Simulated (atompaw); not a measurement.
**Plane-wave convergence, PAW (atompaw) potential for nickel**

Ni (Z = 28), PAW, made with atompaw 4.2.0.5 (LDA (PW92), scalar-relativistic). Core [Ar], reference 3d8 4s2 4p0. Waves: 4s (bound): rc 1.80 bohr; 4s channel at 2.5 Ry: rc 3.00 bohr; 4p (bound, empty): rc 3.00 bohr; 4p channel at 2.6 Ry: rc 3.00 bohr; 3d (bound): rc 1.45 bohr; 3d channel at 0.6 Ry: rc 1.45 bohr. Local part: ultrasoft scheme with l = 3 at 0 Ry, radius 2.00 bohr. Core correction: smooth core density matched at 2.25 bohr. Augmentation charge: sinc compensation charge, radius 2.95 bohr; PAW radius 3.00 bohr; waves and projectors: custom polynom2 7 10 vanderbiltortho.

The pseudo-atom Hamiltonian at the reference potential is diagonalised in spherical Bessel functions j_l(qr) that vanish at 20 bohr, with q² up to the cutoff. All-electron valence levels (Ry): 4s -0.4307, 4p -0.0983, 3d -0.6718.

Task: How do the lowest levels (Ry) of each channel move with the cutoff, and are there ghosts?

Result:

| cutoff (Ry) | s #1 | p #1 | p #2 | d #1 | f #1 | Σ f·Δε (mRy) |
| --- | --- | --- | --- | --- | --- | --- |
| 8 | -0.4095 | -0.0976 | 0.0497 | 0.0639 | 0.1140 | 5925.4 |
| 15 | -0.4294 | -0.0981 | 0.0496 | -0.3704 | 0.1140 | 2411.0 |
| 25 | -0.4307 | -0.0983 | 0.0495 | -0.6562 | 0.1140 | 122.3 |
| 35 | -0.4307 | -0.0983 | 0.0495 | -0.6627 | 0.1140 | 70.1 |
| 50 | -0.4307 | -0.0983 | 0.0495 | -0.6654 | 0.1140 | 48.5 |
| 70 | -0.4307 | -0.0983 | 0.0495 | -0.6662 | 0.1140 | 42.1 |
| 100 | -0.4307 | -0.0983 | 0.0495 | -0.6670 | 0.1140 | 35.8 |
| 140 | -0.4307 | -0.0983 | 0.0495 | -0.6676 | 0.1140 | 30.7 |
| 180 | -0.4307 | -0.0983 | 0.0495 | -0.6697 | 0.1140 | 14.2 |
| 260 | -0.4307 | -0.0983 | 0.0495 | -0.6709 | 0.1140 | 4.5 |
| 400 | -0.4307 | -0.0983 | 0.0495 | -0.6715 | 0.1140 | 0.0 |

Result: no extra level below or beside the all-electron valence levels (s, p, d, f tested); 10 mRy is reached at 230 Ry and 1 mRy at over 300 Ry.
